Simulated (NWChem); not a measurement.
System: SiHO$_{2}$ cation; SMILES O=[Si]=[OH+]

Input file for NWChem:

```
start job
memory heap 200 mb stack 900 mb global 1100 mb
charge 1
geometry units angstroms noautosym nocenter noautoz
  O      0.000881     1.590718     0.000000
  Si    -0.000594     0.087877     0.000000
  O      0.002318    -1.435738     0.000000
  H     -0.016123    -2.404351     0.000000
end
basis spherical
  O library sadlej_pvtz
  Si library sadlej_pvtz
  H library sadlej_pvtz
end
dft
  xc hfexch
  iterations 150
end
property
  response 1 0.0
end
task dft property
```

Excerpt of the output:

```
             Northwest Computational Chemistry Package (NWChem) 7.3.0
             --------------------------------------------------------

                             Geometry "geometry" -> ""
                             -------------------------

 Output coordinates in angstroms (scale by  1.889725989 to convert to a.u.)

  No.       Tag          Charge          X              Y              Z
 ---- ---------------- ---------- -------------- -------------- --------------
    1 O                    8.0000     0.00088100     1.59071800     0.00000000
    2 Si                  14.0000    -0.00059400     0.08787700     0.00000000
    3 O                    8.0000     0.00231800    -1.43573800     0.00000000
    4 H                    1.0000    -0.01612300    -2.40435100     0.00000000

 Effective nuclear repulsion energy (a.u.)      97.9290729011

  xc_inp: hfexch multiplicative factor not found.
                              NWChem Property Module
                              ----------------------

                                 NWChem DFT Module
                                 -----------------

 Summary of "ao basis" -> "ao basis" (spherical)
 ------------------------------------------------------------------------------
       Tag                 Description            Shells   Functions and Types
 ---------------- ------------------------------  ------  ---------------------
 O                        sadlej pvtz               10       24   5s3p2d
 Si                       sadlej pvtz               14       32   7s5p2d
 H                        sadlej pvtz                5        9   3s2p

            General Information
            -------------------
          SCF calculation type: DFT
          Wavefunction type:  closed shell.
          No. of atoms     :     4
          No. of electrons :    30
           Alpha electrons :    15
            Beta electrons :    15
          Charge           :     1
          Spin multiplicity:     1
          Use of symmetry is: off; symmetry adaption is: off
          Maximum number of iterations: 150
          AO basis - number of functions:    89
                     number of shells:    39
          Convergence on energy requested:  1.00D-06
          Convergence on density requested:  1.00D-05
          Convergence on gradient requested:  5.00D-04

              XC Information
              --------------
                     Hartree-Fock (Exact) Exchange  1.000

      Superposition of Atomic Density Guess
      -------------------------------------

 Sum of atomic energies:        -438.89391219

 Renormalizing density from      31.00 to     30

      Non-variational initial energy
      ------------------------------

 Total energy =    -430.445285
 1-e energy   =    -775.376176
 2-e energy   =     247.001818
 HOMO         =      -0.908385
 LUMO         =      -0.534055

   convergence    iter        energy       DeltaE   RMS-Dens  Diis-err
 ---------------- ----- ----------------- --------- --------- ---------
 d= 0,ls=0.0,diis     1   -438.6930207113 -5.37D+02  1.79D-02  3.06D+00
 d= 0,ls=0.0,diis     2   -438.7289530394 -3.59D-02  9.70D-03  2.26D+00
 d= 0,ls=0.0,diis     3   -438.9531236249 -2.24D-01  1.72D-03  6.67D-02
 d= 0,ls=0.0,diis     4   -438.9596404009 -6.52D-03  7.18D-04  4.00D-03
 d= 0,ls=0.0,diis     5   -438.9601028878 -4.62D-04  3.28D-04  2.25D-04
  Resetting Diis
 d= 0,ls=0.0,diis     6   -438.9601685427 -6.57D-05  1.23D-04  2.01D-05
 d= 0,ls=0.0,diis     7   -438.9601804053 -1.19D-05  3.18D-05  3.48D-06
 d= 0,ls=0.0,diis     8   -438.9601820957 -1.69D-06  3.87D-05  1.41D-06
 d= 0,ls=0.0,diis     9   -438.9601830795 -9.84D-07  1.62D-05  5.93D-07
 d= 0,ls=0.0,diis    10   -438.9601832536 -1.74D-07  2.86D-06  9.31D-09

         Total DFT energy =     -438.960183253626
      One electron energy =     -794.046302228463
           Coulomb energy =      294.136488646781
    Exchange-Corr. energy =      -36.979442573085
 Nuclear repulsion energy =       97.929072901141

 Numeric. integr. density =        0.000000000000

                       DFT Final Molecular Orbital Analysis
                       ------------------------------------

 Vector   13  Occ=2.000000D+00  E=-8.275951D-01
              MO Center=  1.4D-03,  1.4D+00, -2.3D-16, r^2= 1.1D+00
   Bfn.  Coefficient  Atom+Function         Bfn.  Coefficient  Atom+Function
  ----- ------------  ---------------      ----- ------------  ---------------
     7      0.578131  1 O  py                29     -0.359327  2 Si s
    30     -0.354742  2 Si s                  4      0.302501  1 O  s
    10      0.211582  1 O  py                 3      0.199548  1 O  s
    28      0.182849  2 Si s                 36     -0.143893  2 Si py
    33      0.131786  2 Si py                60      0.132270  3 O  s

 Vector   14  Occ=2.000000D+00  E=-7.499562D-01
              MO Center=  6.4D-04,  1.3D+00, -9.8D-12, r^2= 1.0D+00
   Bfn.  Coefficient  Atom+Function         Bfn.  Coefficient  Atom+Function
  ----- ------------  ---------------      ----- ------------  ---------------
     8      0.655569  1 O  pz                48      0.251129  2 Si d -1
    11      0.241593  1 O  pz                77      0.137606  3 O  d -1
    64     -0.131067  3 O  pz                40      0.109863  2 Si pz
    34     -0.090190  2 Si pz                37      0.089445  2 Si pz
    89      0.071968  4 H  pz                16     -0.037446  1 O  d -1

 Vector   15  Occ=2.000000D+00  E=-7.499561D-01
              MO Center=  7.9D-04,  1.3D+00,  9.8D-12, r^2= 1.0D+00
   Bfn.  Coefficient  Atom+Function         Bfn.  Coefficient  Atom+Function
  ----- ------------  ---------------      ----- ------------  ---------------
     6      0.655568  1 O  px                47      0.251111  2 Si d -2
     9      0.241601  1 O  px                76      0.137569  3 O  d -2
    62     -0.131033  3 O  px                38      0.109880  2 Si px
    32     -0.090197  2 Si px                35      0.089451  2 Si px
    87      0.071900  4 H  px                15     -0.037446  1 O  d -2

 Vector   16  Occ=0.000000D+00  E=-2.483714D-01
              MO Center= -3.2D-03,  4.2D-03, -4.9D-15, r^2= 3.3D+00
   Bfn.  Coefficient  Atom+Function         Bfn.  Coefficient  Atom+Function
  ----- ------------  ---------------      ----- ------------  ---------------
    30      0.806499  2 Si s                  5     -0.688289  1 O  s
    51     -0.481594  2 Si d  2              29     -0.368284  2 Si s
    69     -0.368560  3 O  py                82     -0.321541  4 H  s
     7     -0.305064  1 O  py                83     -0.302225  4 H  s
    49     -0.278047  2 Si d  0              42      0.176158  2 Si py

 Vector   17  Occ=0.000000D+00  E=-1.473696D-01
              MO Center= -5.7D-03,  4.8D-03,  1.5D-11, r^2= 4.1D+00
   Bfn.  Coefficient  Atom+Function         Bfn.  Coefficient  Atom+Function
  ----- ------------  ---------------      ----- ------------  ---------------
    41      0.788957  2 Si px                38      0.540110  2 Si px
     6     -0.277593  1 O  px                65     -0.253178  3 O  px
    62     -0.244072  3 O  px                44      0.241154  2 Si px
    12     -0.233590  1 O  px                 9     -0.221453  1 O  px
    68     -0.194795  3 O  px                32     -0.172514  2 Si px

 Vector   18  Occ=0.000000D+00  E=-1.473552D-01
              MO Center= -3.2D-03,  4.9D-03, -1.5D-11, r^2= 4.1D+00
   Bfn.  Coefficient  Atom+Function         Bfn.  Coefficient  Atom+Function
  ----- ------------  ---------------      ----- ------------  ---------------
    43      0.789064  2 Si pz                40      0.540102  2 Si pz
     8     -0.277592  1 O  pz                67     -0.253225  3 O  pz
    64     -0.244143  3 O  pz                46      0.241228  2 Si pz
    14     -0.233623  1 O  pz                11     -0.221473  1 O  pz
    70     -0.194884  3 O  pz                34     -0.172503  2 Si pz

     Multipole analysis of the density
     ---------------------------------

     L   x y z        total         alpha         beta         nuclear
     -   - - -        -----         -----         ----         -------
     0   0 0 0      1.000000    -15.000000    -15.000000     31.000000

     1   1 0 0     -0.018604     -0.010392     -0.010392      0.002179
     1   0 1 0     -2.270006     -1.197144     -1.197144      0.124282
     1   0 0 1      0.000000      0.000000      0.000000      0.000000

     2   2 0 0    -13.652914     -6.827018     -6.827018      0.001122
     2   1 1 0      0.079571     -0.000606     -0.000606      0.080783
     2   1 0 1     -0.000000     -0.000000     -0.000000      0.000000
     2   0 2 0    -11.034489    -81.621689    -81.621689    152.208888
     2   0 1 1      0.000000      0.000000      0.000000      0.000000
     2   0 0 2    -13.653621     -6.826811     -6.826811      0.000000

 *** CALLING NEW AORESP DRIVER FOR CLOSED AND OPEN SHELLS ***
 Entering AOResponse driver routine

--------------------------------------------------------------------------------

          -----------------------------------------------
          Solving response equations for perturbing field
          -----------------------------------------------

 number of frequencies:     1
 frequency in a.u.:  0.0000000E+00
 Perturbing field: electric
 Using El. Dipole Length Gauge

 Setting up CPKS with frequency omega =      0.00000000 a.u.

 STATIC response

                                NWChem CPHF Module
                                ------------------

  scftype          =     RHF
  nclosed          =       15
  nopen            =        0
  variables        =     1110
  # of vectors     =        3
  tolerance        = 0.10D-03
  level shift      = 0.00D+00
  max iterations   =       50
  max subspace     =       30

 SCF residual:    6.2213750519301880E-005

Iterative solution of linear equations
  No. of variables     1110
  No. of equations        3
  Maximum subspace       30
        Iterations       50
       Convergence  1.0D-04

   iter   nsub   residual    time
   ----  ------  --------  ---------
     1      3    1.74D+00      14.5
     2      6    1.51D+00      17.8
     3      9    1.50D-01      21.1
     4     12    7.82D-02      24.3
     5     15    4.88D-02      27.6
     6     18    5.81D-03      30.8
     7     21    5.75D-04      34.1
     8     24    9.04D-05      37.4

 Electric Dipole Response Matrix (nonzero elements):

              1        2        3
    1   18.7111   0.0016   0.0000
    2    0.0016  30.0063  -0.0000
    3    0.0000   0.0000  18.7108

 ------------------------------------------
 average:        22.47604 + I       0.00000

 DFT Linear Response polarizability / au
 Frequency  =       0.0000000 / au
              X              Y              Z
 -----------------------------------------------
 X      18.7110982      0.0016459      0.0000000
 Y       0.0015646     30.0062683     -0.0000000
 Z       0.0000000      0.0000000     18.7107658
 -----------------------------------------------
 Eigenvalues =      18.7110979     30.0062685     18.7107658
 Isotropic   =      22.4760441
 Anisotropic =      11.2953366
 -----------------------------------------------

 Magnetic Dipole Response Matrix (nonzero elements):

 Exiting AOResponse driver routine
```

Level: Hartree-Fock/Sadlej pVTZ. All runs use the structure optimised with PBE0/def2-SVP.
